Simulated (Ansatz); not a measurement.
`[AlH2][SiH2]BC[SiH3]` + `ClB[SeH]` → `[SiH3]B(Cl)[SeH]` + `CB[SiH2][AlH2]`  (formal exchange of groups at the Si–C bond)

Gas-phase electronic energies from Ansatz, PBE0-D4/def2-TZVP geometries. CCSD(T)/CBS adds triple-zeta CCSD(T) − MP2 to the extrapolated MP2 energy (def2 sets, frozen cores). Functionals use def2-TZVPP. B3LYP here is the variant with VWN-RPA as its local correlation; programs differ in this. For Se outer-core shells are correlated without core-valence functions, which leaves a few kJ/mol of doubt a bond. Scalar relativity is left out up to krypton. Each species was taken in one conformer, which may not be the lowest.

| level | ΔE (kcal/mol) |
| --- | --- |
| PBE-D4 | 4.3 |
| PBE0-D4 | 5.1 |
| B3LYP-D4 | 5.6 |
| ωB97M-V | 7.1 |
| PBE0 | 5.0 |
| MP2/def2-TZVPP | 7.7 |
| CCSD(T)/def2-TZVPP | 6.5 |
| MP2/def2-QZVPP | 7.6 |

Task: What does CCSD(T)/CBS give? (Best estimate.)

Result: The calculation gave: +6.2 kcal/mol. The listed levels differ from it by -1.9, -1.1, -0.6, 0.9, -1.2, 1.5, 0.3, 1.4 kcal/mol.

Largest T1 diagnostic among the species: 0.014.

From PBE to PBE0 (25 % exact exchange), in def2-TZVPP and without D4, ΔE moves by +0.9 kcal/mol.
